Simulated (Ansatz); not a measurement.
`C[C](=O)[InH2]` + H₂ → `O=[CH][InH2]` + CH₄ at 298.15 K and 1 bar (hydrogenolysis of a C–C bond).

Program: Ansatz. Geometries: PBE0-D4/def2-TZVP. ΔE: electronic, gas phase. CCSD(T)/CBS is the MP2 limit (def2-TZVPP, def2-QZVPP) plus CCSD(T) − MP2 in def2-TZVPP, frozen cores. This one scheme is used for every species. def2 core potentials past Kr. For In outer-core shells are correlated without core-valence functions, which leaves a few kJ/mol of doubt a bond.

| species | CCSD(T)/CBS energy (Eh) | H − E (kJ/mol) | S (J/(mol·K)) |
| --- | --- | --- | --- |
| `C[C](=O)[InH2]` | -344.04613 | 169.4 | 348.1 |
| H₂ | -1.17544 | 35.1 | 130.4 |
| `O=[CH][InH2]` | -304.76964 | 91.0 | 313.5 |
| CH₄ | -40.46206 | 127.4 | 186.2 |

H − E and S are ideal-gas, rigid-rotor, harmonic terms from PBE0-D4/def2-TZVP. The MP2-based limit puts H₂ 0.8 mEh under its directly extrapolated value; such offsets cancel only in part. 1 Eh = 2625.50 kJ/mol, R = 8.31446 J/(mol·K).

Problem. By hand: ΔE, ΔH, ΔS and ΔG.

Solution. ΔE = (-304.76964) + (-40.46206) − (-344.04613) − (-1.17544) = -0.01013 Eh = -26.6 kJ/mol. Δ(H − E) = 91.0 + 127.4 − 169.4 − 35.1 = 13.9, so ΔH = -12.7 kJ/mol. ΔS = 313.5 + 186.2 − 348.1 − 130.4 = 21.2 J/(mol·K). ΔG = -12.7 − 298.15 × (21.2)/1000 = -19.0 kJ/mol.

Problem. By hand: the equilibrium constant, and the temperature at which ΔG would vanish if ΔH and ΔS stayed fixed.

Solution. log₁₀ K = −ΔG/(RT ln 10) = 3.3. ΔH and −TΔS have one sign here, so there is no such temperature.

TΔS isn't small against ΔH here. A doubt of 5 kJ/mol in ΔE shifts log₁₀ K by 0.9 here. These are equilibria of isolated gas molecules and say nothing of rates. Largest T1 diagnostic: 0.018 (customary marks: 0.02 for closed shells, 0.045 for open ones).
